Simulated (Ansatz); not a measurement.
The same path of C3H11FSi2 (17 atoms, charge 0, multiplicity 1) was run twice with different band settings. The coordinate that changes most is the dihedral F4–C2–Si5–H13.

Theory: RKS B3LYP-D4/6-31G* in Ansatz 0.2.0.

Relaxed end points:

```xyz
17
Properties=species:S:1:pos:R:3
C -1.301 -1.104 -0.302
C -0.021 -0.677 0.406
C 0.835 -1.869 0.813
F -0.418 -0.024 1.616
Si 0.957 0.680 -0.547
Si -0.240 2.687 -0.368
H -1.873 -1.782 0.342
H -1.071 -1.628 -1.236
H -1.936 -0.244 -0.538
H 1.200 -2.405 -0.071
H 1.701 -1.549 1.402
H 0.245 -2.568 1.419
H 2.309 0.818 0.064
H 1.139 0.268 -1.970
H -1.679 2.448 -0.670
H 0.270 3.707 -1.327
H -0.135 3.239 1.008
```

```xyz
17
Properties=species:S:1:pos:R:3
C -0.901 -1.895 -0.675
C -0.392 -0.682 0.092
C 0.512 -1.075 1.255
F -1.540 -0.044 0.662
Si 0.371 0.674 -1.041
Si 0.377 2.693 0.150
H -1.396 -2.595 0.010
H -0.072 -2.422 -1.162
H -1.621 -1.602 -1.445
H 1.411 -1.585 0.891
H 0.823 -0.201 1.835
H -0.023 -1.757 1.927
H 1.749 0.274 -1.454
H -0.458 0.793 -2.273
H -1.001 3.240 0.264
H 1.235 3.712 -0.518
H 0.908 2.470 1.523
```

Common settings: spring 5.0 eV/Å²; optimiser quadratic models (default); start path IDPP; force threshold 0.05 eV/Å; iteration limit 60; end points relaxed.

| run | movable images | climbing image |
| --- | --- | --- |
| 1 | 5 | yes |
| 2 | 3 | no |

Problem. What does each run give, and how far can it be trusted?

Solution. Run 1: converged after 4 iterations, highest image 0.045 eV above the first end. A vibrational analysis at the climbing image gives one clearly imaginary mode, 45i cm⁻¹: a first-order saddle point.
Run 2: converged after 4 iterations, highest image 0.045 eV above the first end. No image climbed, so the highest image needn't sit at the top of the path. So few images can step over the top or miss a turn of the path.
